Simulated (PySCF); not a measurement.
Al(OH)(OMe)(SH) (CH5AlO2S), SMILES C[O][Al]([OH])[SH].

Coordinates come from a r2SCAN-D4/def2-SVP optimisation. The structure was generated by enumeration; whether it is a known compound was not checked. The values are those of a single conformer.

Two levels are set side by side: PBE/def2-TZVP (PySCF) and CAM-B3LYP/def2-TZVP (PySCF). Same geometry, gas phase. Differences are taken from unrounded values.

```json
[
 {"quantity": "orbital gap (eV)", "CAM-B3LYP": "9.39", "PBE": "5.08", "PBE minus CAM-B3LYP": "-4.31"},
 {"quantity": "highest occupied level (eV)", "CAM-B3LYP": "-8.92", "PBE": "-6.35", "PBE minus CAM-B3LYP": "2.57"},
 {"quantity": "lowest empty level (eV)", "CAM-B3LYP": "0.47", "PBE": "-1.26", "PBE minus CAM-B3LYP": "-1.74"},
 {"quantity": "dipole moment (D)", "CAM-B3LYP": "1.47", "PBE": "1.35", "PBE minus CAM-B3LYP": "-0.12"},
 {"quantity": "mean polarisability (bohr³)", "CAM-B3LYP": "59.8", "PBE": "63.9", "PBE minus CAM-B3LYP": "4.1"}
]
```

Without exact exchange PBE keeps part of each electron's self-repulsion, which lifts occupied levels and narrows the gap. PBE's more diffuse valence density responds more strongly to a field. Differences between two approximate levels are no errors against the true value.

Rough cost on one machine, each run with all the roots and properties that it gave: CAM-B3LYP against PBE within a factor of 2.
